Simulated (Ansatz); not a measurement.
CCl$_{3}$, charge -1, singlet (typed; the unrestricted solution is spin-contaminated), at a GFN2-xTB geometry (a gas-phase anion, which may not be bound at this level), with bond 3-1 at 3.0 times its length; B3LYP/def2-SVP (Ansatz, a first-principles code).

The Ansatz input:
Ansatz 0.2 input:
```yaml
crystal:
  periodic: [false, false, false]
  atoms:
    - {symbol: C, position_ang: [-0.01109338, -0.01005188, 0.65819826]}
    - {symbol: Cl, position_ang: [0.00076126, 1.66832402, -0.05198398]}
    - {symbol: Cl, position_ang: [4.35816809, -2.47676228, -1.51387431]}
    - {symbol: Cl, position_ang: [-1.44217306, -0.83248762, -0.11449536]}
basis:
  gaussian:
    orbitals: def2-SVP
hamiltonian:
  xc: b3lyp
total_charge: -1
scf: {lower_state_search: off}
magnetization: {spin_polarized: true}
```

What the program printed (banner, timings and long lists left out):

```
Functional definition: B3LYP
these checks for a lower state are left out or cut short: stability, starts, cluster_reference, orbital_swaps, neighbouring_geometries, increment
627 factors; integrals over basis functions are off by at most 7.0e-4 eV
mean field evaluation 1: about -38589.4315 eV, gradient 1.6e1 eV
mean field evaluation 2: about -38271.7289 eV, gradient 1.2e2 eV
mean field evaluation 4: about -38562.6684 eV, gradient 4.2e1 eV
mean field evaluation 8: about -38590.7800 eV, gradient 4.4e0 eV
mean field evaluation 16: about -38591.2292 eV, gradient 3.9e-1 eV
mean field -38591.42759050 eV, -1418.2088057419 hartree, gradient 3.2e-6 eV, S^2 0.387244; 0 other end points of the search recorded, 0 dependent functions left out
reference -38591.42783870 eV, -1418.2088148630 hartree; 29, 29 occupied and 39, 39 virtual orbitals, 627 factors
Total energy: -38591.42783870 eV, -1418.2088148630 hartree
Checks for a lower state left out: stability, starts, cluster_reference, orbital_swaps, neighbouring_geometries, increment
```
